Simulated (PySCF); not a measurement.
F4Te, charge +1, multiplicity 2. Atoms are numbered in the order given.

```xyz
5

Te     0.0000     0.0000    -0.1841
F     -1.4153     0.0000     1.0341
F      0.0000    -1.9131    -0.5022
F      1.4153     0.0000     1.0341
F      0.0000     1.9131    -0.5022
```
Charge +1, spin multiplicity 2.

Geometry optimised at B3LYP-D3(BJ)/def2-SVP. The spin state was assumed, not searched. The isomer is the one that the SMILES or the coordinates give; other isomers of the formula were not compared. The def2 effective core potentials stand for the cores of Te; spin–orbit coupling is left out.

Computed with ωB97X/def2-TZVP (PySCF).

ESP charges are fitted to the potential on shells at 1.4 to 2.0 van der Waals radii. Atomic charges (e):

```csv
atom,Mulliken,ESP fit,Mulliken spin
Te1,1.78,1.52,0.25
F2,-0.21,-0.14,0.05
F3,-0.18,-0.12,0.33
F4,-0.21,-0.14,0.05
F5,-0.18,-0.12,0.33
```

Computed Mayer and Wiberg (Löwdin basis) orders of the bonds:
```
bond    Mayer  Wiberg
------  -----  ------
Te1–F2   1.10    1.47
Te1–F3   0.98    1.37
Te1–F4   1.10    1.47
Te1–F5   0.98    1.37
```
